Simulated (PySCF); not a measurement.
CH2F4SeSi.
Numbering: `[F:1][CH2:2][Se:3][Si:4]([F:5])([F:6])[F:7]` (hydrogens: H8, H9 on C2)

Method: PBE0-D3(BJ)/def2-SVP geometry optimisation, gas phase in PySCF 2.14.0; density fitting, grid level 1; the optimiser is geomeTRIC in internal coordinates, started from a GFN2-xTB structure with every atom displaced at random (about 0.01 Å).

Geometry at step 2:
```
atom  x, y, z in Å
F1      1.3872   -1.3895    0.2207
C2      1.5745   -0.2166   -0.4238
Se3     0.4808    1.2284    0.3474
Si4    -1.4513    0.3093   -0.2999
F5     -1.3218   -0.2593   -1.7925
F6     -2.5896    1.4306   -0.2503
F7     -1.9496   -0.9162    0.5957
H8      2.6161    0.1210   -0.3138
H9      1.3118   -0.3250   -1.4863
```

Question: What forces act on the atoms?

Answer: 
```json
{"atom": "F1", "Fx (eV/Å)": "-0.004", "Fy (eV/Å)": "0.012", "Fz (eV/Å)": "-0.007"}
{"atom": "C2", "Fx (eV/Å)": "-0.015", "Fy (eV/Å)": "0.002", "Fz (eV/Å)": "-0.041"}
{"atom": "Se3", "Fx (eV/Å)": "-0.019", "Fy (eV/Å)": "-0.055", "Fz (eV/Å)": "-0.004"}
{"atom": "Si4", "Fx (eV/Å)": "0.112", "Fy (eV/Å)": "0.080", "Fz (eV/Å)": "0.073"}
{"atom": "F5", "Fx (eV/Å)": "0.019", "Fy (eV/Å)": "-0.011", "Fz (eV/Å)": "-0.058"}
{"atom": "F6", "Fx (eV/Å)": "-0.042", "Fy (eV/Å)": "-0.014", "Fz (eV/Å)": "-0.023"}
{"atom": "F7", "Fx (eV/Å)": "-0.044", "Fy (eV/Å)": "-0.024", "Fz (eV/Å)": "0.027"}
{"atom": "H8", "Fx (eV/Å)": "-0.003", "Fy (eV/Å)": "0.011", "Fz (eV/Å)": "0.012"}
{"atom": "H9", "Fx (eV/Å)": "-0.003", "Fy (eV/Å)": "-0.001", "Fz (eV/Å)": "0.019"}
```

The largest, 0.16 eV/Å, acts on Si4; the rms over all components is 0.038 eV/Å. The forces sum to zero within rounding, as they must for an isolated molecule in no field.

Question: Give the force on Si4 in Eh/bohr and in nN.

Answer: 0.156 eV/Å ÷ 51.422 = 0.00303 Eh/bohr, and 0.156 eV/Å × 1.602 = 0.25 nN.

Question: How far is this geometry from the end of the optimisation?

Answer: 0.010 eV above it, and 0.147 Å rms away after alignment. The bonds farthest from their final lengths, with half the difference of the two atoms' forces along the bond (positive lengthens):

```
   bond  now (Å)  final (Å)  force along bond (eV/Å)
 Si4–F5    1.603      1.605                    +0.07
 Si4–F7    1.598      1.599                    +0.05
Se3–Si4    2.235      2.234                    -0.10
```

The angle farthest from its final value is Se3–Si4–F6, 108.5° against 110.4°.

The cost below is that of the whole optimisation. The run took 99 s on one thread, Arm Neoverse V1 (aarch64), shared host with 32 logical CPUs at a one-minute load of 30, and the process peaked at 0.53 GiB of memory.
